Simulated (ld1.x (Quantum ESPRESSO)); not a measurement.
# Debugging a pseudopotential input (niobium (Nb), ld1.x (Quantum ESPRESSO) 7.5)

Command:

```bash
ld1.x < Nb.in > Nb.out
```

Input:

```
&input
   title='Nb', zed=41., rel=2, dft='PBE', iswitch=3, latt=1,
   config='[Kr] 4d3.5 5s0 5p0', rel_dist='average',
   nld=5, rlderiv=2.30, eminld=-7.0, emaxld=5.0, deld=0.02
 /
 &inputp
   pseudotype=2, tm=.true., lloc=2,
   nlcc=.true., rcore=1.00,
   file_pseudopw='Nb.UPF', file_wfcaegen='ae.wfc', file_wfcncgen='nc.wfc', file_beta='beta', file_chi='chi'
 /
3
4S  1  0   2.00   0.00  1.40  1.40  0.0
4P  2  1   6.00   0.00  1.60  1.60  0.0
4D  3  2   3.50   0.00  2.10  2.10  0.0
 &test
   configts(1)='4s2 4p6 4d3.5 5s0 5p0'
 /
```

This is an input that runs to its end, with one change: Latter correction switched on.

Problem. How does the run end?

Solution. The program runs through. The occupied levels of the test differ from the all-electron ones by at most 0.00762 Ry (unchanged input: 0.00812 Ry). All-electron levels move: 4s -5.251 Ry (was -5.147), 4p -3.596 Ry (was -3.496), 4p -3.441 Ry (was -3.342), 4d -1.147 Ry (was -1.034).

```
     Computing logarithmic derivative in   2.29377
     Computing the partial wave expansion
     R is outside the sphere for l=    0 j= 0.50
     R is outside the sphere for l=    1 j= 0.50
     R is outside the sphere for l=    1 j= 1.50
       no projector for channel:   2
       no projector for channel:   2

     ---------------------- Testing the pseudopotential ----------------------

     Nb
     dirac relativistic calculation

     atomic number is 41.00   valence charge is 13.00
     dft =PBE   lsd =0 sic =0 latt =1  beta=0.20 tr2=1.0E-14
     mesh =1227 r(mesh) = 100.62774 xmin = -7.00 dx = 0.01250

     n l  j  nl             e AE (Ry)       e PS (Ry)    De AE-PS (Ry)
     1 0 0.5 4S   1( 2.00)       -5.25090       -5.25093        0.00003
     2 1 0.5 4P   1( 2.00)       -3.59620       -3.59620        0.00000
     2 1 1.5 4P   1( 4.00)       -3.44055       -3.44057        0.00002
     3 2 1.5 4D   1( 1.40)       -1.14749       -1.13987       -0.00762  !
     3 2 2.5 4D   1( 2.10)       -1.13488       -1.13987        0.00499
     2 0 0.5 5S   1( 0.00)       -1.14973       -1.14923       -0.00049
     3 1 0.5 5P   1( 0.00)       -0.88141       -0.88071       -0.00070
     3 1 1.5 5P   1( 0.00)       -0.86886       -0.86851       -0.00035

     eps = 7.4E-15  iter = 13

     Etot =   -7639.489410 Ry,   -3819.744705 Ha, -103940.548534 eV
     Etotps =  -114.996529 Ry,     -57.498265 Ha,   -1564.607490 eV

     Ekin =      35.116214 Ry,      17.558107 Ha,     477.780433 eV
     Encl =    -221.458590 Ry,    -110.729295 Ha,   -3013.097610 eV
     Ehrt =      80.934525 Ry,      40.467262 Ha,    1101.170305 eV
     Ecxc =     -15.673644 Ry,      -7.836822 Ha,    -213.250790 eV
     (Ecc =      -1.926635 Ry,      -0.963317 Ha,     -26.213204 eV)
     Epseu=       6.084965 Ry,       3.042483 Ha,      82.790171 eV

     ---------------------- End of pseudopotential test ----------------------
```
